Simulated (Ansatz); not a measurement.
**Question.** Name a neutral molecule of B, Se and H with HOMO energy (PBE/def2-TZVPP) between -6.75 and -6.45 eV and HOMO energy (PBE0/def2-TZVPP) between -7.85 and -7.55 eV (Ansatz, PBE0-D4/def2-TZVP geometry).

**Answer.** `BBB[SeH]` (-6.55 eV, -7.64 eV). Other molecules can fit too; these were computed, each in one conformer that needn't be the lowest.
